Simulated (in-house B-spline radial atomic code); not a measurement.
A calculation on I (an excited or competing configuration): its settings, and results tabulated from the run. Method: scalar-relativistic (X2C) LC-wPBE, spin-polarised, spherical fractional occupations, exact exchange averaged over the configuration, Fermi nucleus of rms radius 4.75 fm. Calculated with an all-electron radial atomic-structure program (B-spline basis).

Command:
```bash
python run_scf.py task.json out
```
Settings (nuclear radius in fm, mass in u):
```
Z                53
configuration    [Kr] 4d10 5s2 5p4 5d1
hamiltonian      x2c
method           lc_wpbe
spin_polarised   True
nucleus          fermi
rms_radius       4.75
atomic_mass      126.90447
speed_of_light   137.035999084
exact_exchange   averaged over the configuration
```

Output (hartree, bohr):
```
 radial grid: 77 intervals, B-splines of order 8, outer radius 50 bohr

 iter        energy (Eh)    residual
    1       -7111.598980    4.70e-01
    2       -7112.905162    2.41e-01
    3       -7114.853554    2.94e-02
    4       -7114.892116    9.79e-03
    5       -7114.895895    3.44e-03
    6       -7114.896512    1.26e-03
    7       -7114.896654    6.75e-04
    8       -7114.896705    2.55e-04
    9       -7114.896710    7.22e-05
   10       -7114.896711    6.97e-06
   11       -7114.896711    8.88e-07
   12       -7114.896711    6.66e-08

 total energy                     -7114.89671
 kinetic                            7542.7159
 electron-nucleus                 -17286.9823
 Hartree                            2811.7357
 exact exchange                      -11.1297
 exchange-correlation               -171.2363

 orbital      occ     eigenvalue          <r>       <r^2>       <1/r>       r_max
 1s up      1.000     -1210.1122    0.0266119 0.000970029      59.726     0.01681
 1s down    1.000     -1210.1099    0.0266118 0.000970026     59.7261     0.01681
 2s up      1.000      -187.3026      0.11664   0.0161081     13.5965     0.09901
 2s down    1.000      -187.3015      0.11664    0.016108     13.5965     0.09901
 2p up      3.000      -168.2676     0.102182   0.0127611      12.524     0.07916
 2p down    3.000      -168.2655     0.102182   0.0127611      12.524     0.07916
 3s up      1.000       -38.1319     0.313746    0.112649     4.79673      0.2858
 3s down    1.000       -38.1299     0.313741    0.112644     4.79671      0.2858
 3p up      3.000       -31.9460     0.311768    0.112832     4.46418      0.2794
 3p down    3.000       -31.9436     0.311763    0.112826     4.46418      0.2794
 3d up      5.000       -22.6201     0.288645   0.0986036     4.20026      0.2319
 3d down    5.000       -22.6178     0.288635   0.0985953     4.20033      0.2319
 4s up      1.000        -7.0244     0.740467    0.619557     1.91253      0.6813
 4s down    1.000        -7.0190     0.740424    0.619367      1.9123      0.6815
 4p up      3.000        -5.0823     0.792476    0.715903     1.73119      0.7155
 4p down    3.000        -5.0768     0.792538    0.715884     1.73067      0.7158
 4d up      5.000        -2.2182     0.922095    0.996716     1.44077      0.7785
 4d down    5.000        -2.2094     0.918116    0.986026     1.44497      0.7784
 5s up      1.000        -1.0153      1.96541     4.37071    0.665022       1.715
 5s down    1.000        -0.9149      1.93224      4.2267    0.680042       1.687
 5p up      3.000        -0.5622      2.33376     6.21643    0.552008       1.988
 5p down    1.000        -0.5003      2.34374     6.29564    0.552866       1.977
 5d up      1.000        -0.0775      6.36558     50.0086    0.210914       4.246
```

Cost of the run: 3.2 s on 1 thread of Arm Neoverse N1, on a shared host.

One-electron X2C: radii and densities carry no picture-change correction, so inner-shell <1/r> comes out high (for 1s by about 2 % at Z = 33, 5 % at 54, 10 % at 75, 30 % at 118) and <r> low.
